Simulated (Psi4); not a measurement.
iodine (I2), singlet, at a GFN2-xTB geometry (core potentials on I); Psi4 with PBE/def2-SV(P).

Input for Psi4:
```
memory 2 GB

molecule mol {
0 1
I    -0.000000   -0.000000   -1.331921
I     0.000000    0.000000    1.331921
}

set {
  basis def2-sv(p)
  reference rks
}

energy('pbe')
print_variables()
```

Output, abridged:

```
   => Loading Basis Set <=

    Name: DEF2-SV(P)
    Role: ORBITAL
    Keyword: BASIS

    !!!  WARNING: ECP capability is in beta. Please check occupations closely.  !!!

         ---------------------------------------------------------
                                   SCF
               by Justin Turney, Rob Parrish, Andy Simmonett
                          and Daniel G. A. Smith
                              RKS Reference
         ---------------------------------------------------------

  ==> Geometry <==

    Molecular point group: d2h
    Full point group: D_inf_h

    Geometry (in Angstrom), charge = 0, multiplicity = 1:

       Center              X                  Y                   Z               Mass
    ------------   -----------------  -----------------  -----------------  -----------------
         I            0.000000000000     0.000000000000    -1.331921000000   126.904471900000
         I            0.000000000000     0.000000000000     1.331921000000   126.904471900000

  Running in d2h symmetry.

  Rotational constants: A = ************  B =      0.03744  C =      0.03744 [cm^-1]
  Rotational constants: A = ************  B =   1122.41470  C =   1122.41470 [MHz]
  Nuclear repulsion =  124.157422500564948

  Charge       = 0
  Multiplicity = 1
  Electrons    = 50
  Nalpha       = 25
  Nbeta        = 25

  ==> Algorithm <==

  SCF Algorithm Type is DF.
  DIIS enabled.
  MOM disabled.
  Fractional occupation disabled.
  Guess Type is SAD.
  Energy threshold   = 1.00e-06
  Density threshold  = 1.00e-06
  Integral threshold = 1.00e-12

  ==> Primary Basis <==

  Basis Set: DEF2-SV(P)
    Blend: DEF2-SV(P)
    Number of shells: 20
    Number of basis functions: 52
    Number of Cartesian functions: 56
    Spherical Harmonics?: true
    Max angular momentum: 2

  Core potential: DEF2-SV(P)
    Number of shells: 8
    Number of ECP primitives: 58
    Number of ECP core electrons: 56
    Max angular momentum: 3

  ==> DFT Potential <==

   => LibXC <=

    Version 7.1.2
    S. Lehtola, C. Steigemann, M. J. T. Oliveira, and M. A. L. Marques,  SoftwareX 7, 1–5 (2018) (10.1016/j.softx.2017.11.002)

   => Composite Functional: PBE <=

    PBE GGA Exchange-Correlation Functional

    J.P. Perdew et. al., Phys. Rev. Lett., 77(18), 3865-3868, 1996

    Deriv               =              1
    GGA                 =           TRUE
    Meta                =          FALSE

    Exchange Hybrid     =          FALSE
    MP2 Hybrid          =          FALSE

   => Exchange Functionals <=

    1.0000     XC_GGA_X_PBE

   => Correlation Functionals <=

    1.0000     XC_GGA_C_PBE

   => LibXC Density Thresholds  <==

    XC_GGA_C_PBE:  1.00E-12
    XC_GGA_X_PBE:  1.00E-15

   => Molecular Quadrature <=

    Radial Scheme          =       TREUTLER
    Pruning Scheme         =           NONE
    Nuclear Scheme         =       TREUTLER

    Blocking Scheme        =         OCTREE
    BS radius alpha        =              1
    Pruning alpha          =              1
    Radial Points          =             75
    Spherical Points       =            302
    Total Points           =          39056
    Total Blocks           =            370
    Max Points             =            249
    Max Functions          =             52
    Weights Tolerance      =       1.00E-15

   => Loading Basis Set <=

    Name: (DEF2-SV(P) AUX)
    Role: JKFIT
    Keyword: DF_BASIS_SCF

  ==> Integral Setup <==

  SCF_SUBTYPE=INCORE selected. In-core MEM_DF algorithm will be used.
  Using in-core AOs.

  ==> MemDFJK: Density-Fitted J/K Matrices <==

    J tasked:                   Yes
    K tasked:                    No
    wK tasked:                   No
    Algorithm:                 Core
    Schwarz Cutoff:           1E-12
    Mask sparsity (%):       0.9615
    Fitting Condition:        1E-10

   => Auxiliary Basis Set <=

  Basis Set: (DEF2-SV(P) AUX)
    Blend: DEF2-UNIVERSAL-JKFIT
    Number of shells: 92
    Number of basis functions: 436
    Number of Cartesian functions: 618
    Spherical Harmonics?: true
    Max angular momentum: 5

  Minimum eigenvalue in the overlap matrix is 3.5525204965E-02.
  Reciprocal condition number of the overlap matrix is 1.1254416799E-02.
    Using symmetric orthogonalization.

  ==> Pre-Iterations <==

  SCF Guess: Superposition of Atomic Densities via on-the-fly atomic UHF (no occupation information).

   -------------------------
    Irrep   Nso     Nmo
   -------------------------
     Ag        12      12
     B1g        2       2
     B2g        6       6
     B3g        6       6
     Au         2       2
     B1u       12      12
     B2u        6       6
     B3u        6       6
   -------------------------
    Total      52      52
   -------------------------

  ==> Iterations <==

                           Total Energy        Delta E     RMS |[F,P]|

   @DF-RKS iter SAD:  -590.10873983356441   -5.90109e+02   0.00000e+00
   @DF-RKS iter   1:  -595.18695974272043   -5.07822e+00   2.71177e-02 DIIS/ADIIS
   @DF-RKS iter   2:  -595.21108931508638   -2.41296e-02   2.78963e-02 DIIS/ADIIS
   @DF-RKS iter   3:  -595.38443797653406   -1.73349e-01   3.19204e-03 DIIS/ADIIS
   @DF-RKS iter   4:  -595.38734020866764   -2.90223e-03   9.11972e-04 DIIS/ADIIS
   @DF-RKS iter   5:  -595.38759615698882   -2.55948e-04   3.58362e-05 DIIS
   @DF-RKS iter   6:  -595.38759654086073   -3.83872e-07   3.55657e-07 DIIS
  Energy and wave function converged.

  ==> Post-Iterations <==

   Electrons on quadrature grid:
      Ntotal   =   49.9999978866 ; deviation = -2.113e-06

    Orbital Energies [Eh]
    ---------------------

    Doubly Occupied:

[...]
       3B2g   -0.226154

    Virtual:

[...]
    Final Occupation by Irrep:
             Ag   B1g   B2g   B3g    Au   B1u   B2u   B3u
    DOCC [     6,    1,    3,    3,    1,    5,    3,    3 ]
    NA   [     6,    1,    3,    3,    1,    5,    3,    3 ]
    NB   [     6,    1,    3,    3,    1,    5,    3,    3 ]

  @DF-RKS Final Energy:  -595.38759654086073

   => Energetics <=

    Nuclear Repulsion Energy =            124.1574225005649481
    One-Electron Energy =               -1283.1449323537153759
    Two-Electron Energy =                 608.0321146644602095
    DFT Exchange-Correlation Energy =     -44.4322013521705514
    Empirical Dispersion Energy =           0.0000000000000000
    VV10 Nonlocal Energy =                  0.0000000000000000
    Total Energy =                       -595.3875965408607271

Computation Completed

Properties will be evaluated at   0.000000,   0.000000,   0.000000 [a0]

Properties computed using the SCF density matrix

 Multipole Moments:

 ------------------------------------------------------------------------------------
     Multipole            Electronic (a.u.)      Nuclear  (a.u.)        Total (a.u.)
 ------------------------------------------------------------------------------------

 L = 1.  Multiply by 2.5417464519 to convert [e a0] to [Debye]
 Dipole X            :          0.0000000            0.0000000            0.0000000
 Dipole Y            :          0.0000000            0.0000000            0.0000000
 Dipole Z            :          0.0000000            0.0000000            0.0000000
 Magnitude           :                                                    0.0000000

 ------------------------------------------------------------------------------------

  Variable Map:
  ----------------------------------------------------------------------------
[...]
  Array Variable Map:
  ----------------------------------------------------------------------------
[...]
[...]
```
